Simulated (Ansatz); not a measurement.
`BC(F)CN=C` → `NCB/C=C/F`  (isomerisation)

Program: Ansatz. Geometries: PBE0-D4/def2-TZVP. ΔE: electronic, gas phase. CCSD(T)/CBS is the MP2 limit (def2-TZVPP, def2-QZVPP) plus CCSD(T) − MP2 in def2-TZVPP, frozen cores. One conformer a species, not always the lowest.

```json
{"level": "SCS-MP2/def2-TZVPP", "ΔE (kJ/mol)": "-77.9"}
{"level": "HF/def2-QZVPP", "ΔE (kJ/mol)": "-75.4"}
{"level": "SCS-MP2/def2-QZVPP", "ΔE (kJ/mol)": "-79.8"}
{"level": "CCSD/CBS(def2)", "ΔE (kJ/mol)": "-82.6"}
```

(1) What does CCSD(T)/CBS give? (Best estimate.)

Largest T1 diagnostic among the species: 0.012.

Results:

(1) Ansatz gave: -83.5 kJ/mol. The listed levels differ from it by 5.6, 8.1, 3.7, 0.9 kJ/mol.

In def2-TZVPP, CCSD(T) changes the Hartree–Fock value by −5.8 kJ/mol (the triples alone add −1.0 kJ/mol) and MP2 by −10.9 kJ/mol.
